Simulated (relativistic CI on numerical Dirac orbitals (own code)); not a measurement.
# Nb+ (4d4) in a crystal field

Calculated by Dirac-Coulomb-Breit CI, KLI orbitals optimised for each configuration, a model potential for QED, one configuration in a parametric crystal field, unscaled Slater integrals (own radial code). With so little scaling, terms lie 10 to 35 % too far apart, which can change the order of excited levels.

Field parameters in Wybourne normalisation: D4h B²₀ = −7Ds, B⁴₀ = 21(Dq − Dt), B⁴₄ = 21√(5/14) Dq. The field is a parameter set, without covalency.

S is read from ⟨S²⟩ = S(S + 1).

Levels (cm⁻¹, degeneracy): 0 (1), 0 (1), 21 (2), 28 (1), 7260 (1), 7296 (2), 7397 (1), 7397 (1), 8901 (1), 8913 (2), 9622 (1), 9623 (1).

Q: Which field gives this pattern?
A. D4h, 10Dq = 12900, Ds = 950, Dt = 720 cm⁻¹
B. D4h, 10Dq = 12900, Ds = 550, Dt = 720 cm⁻¹
C. D4h, 10Dq = 12900, Ds = -680, Dt = 720 cm⁻¹
D. D4h, 10Dq = 12900, Ds = 2180, Dt = 720 cm⁻¹

A: A. D4h, 10Dq = 12900, Ds = 950, Dt = 720 cm⁻¹, ground level with S = 2.00.
